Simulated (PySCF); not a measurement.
Gas-phase reaction: Ti(OH)4 + S = TiO2 + 2 OH + H2S

Computed with PySCF (xtb for GFN2) and rigid-rotor harmonic-oscillator thermochemistry at 1 bar. † marks an energy on the PBE0/def2-TZVP geometry and frequencies; other levels use their own. MP2 freezes the core. Open shells (unrestricted): S (multiplicity 3, electronic degeneracy 9), OH (multiplicity 2, electronic degeneracy 4); the rest are closed-shell singlets. GFN2 has no spin-polarisation term. Spin-orbit splitting is ignored; it lowers the true energy and changes the entropy of S, OH. B3LYP is the form with VWN-RPA correlation. Ti(OH)4: computed as isolated molecules; such fragments, hydroxides, amides, oligomers or adducts are transient or little studied in the gas. MP2 isn't extrapolated to the basis-set limit; its ΔH°(298 K) is 712.5 kJ in def2-SVP and 706.4 kJ in def2-TZVPP. The harmonic model lacks anharmonicity and excited electronic states, which grow with temperature; levels with a mode under 35 cm⁻¹ are left out.

ΔH° and ΔS° at 298 K: B3LYP/def2-TZVP† 736 kJ, 295 J/K; GFN2-xTB 1139 kJ, 269 J/K; HF/def2-TZVP† 786 kJ, 295 J/K; M06-2X/def2-TZVP† 820 kJ, 295 J/K; MP2/def2-SVP† 712 kJ, 295 J/K; MP2/def2-TZVPP† 706 kJ, 295 J/K.

With the heat capacities included, give log10 K (1 bar) at 1000, 1400, 1600, 2000, 2500 K from B3LYP/def2-TZVP†, GFN2-xTB, HF/def2-TZVP†, M06-2X/def2-TZVP†, MP2/def2-SVP†, MP2/def2-TZVPP†.


```tsv
T (K)	B3LYP/def2-TZVP†	GFN2-xTB	HF/def2-TZVP†	M06-2X/def2-TZVP†	MP2/def2-SVP†	MP2/def2-TZVPP†
1000	-23.8	-46.4	-26.4	-28.2	-22.6	-22.3
1400	-13.3	-29.8	-15.2	-16.4	-12.4	-12.2
1600	-10.0	-24.7	-11.7	-12.8	-9.3	-9.1
2000	-5.6	-17.6	-6.9	-7.8	-5.0	-4.8
2500	-2.1	-12.0	-3.1	-3.8	-1.6	-1.4
```
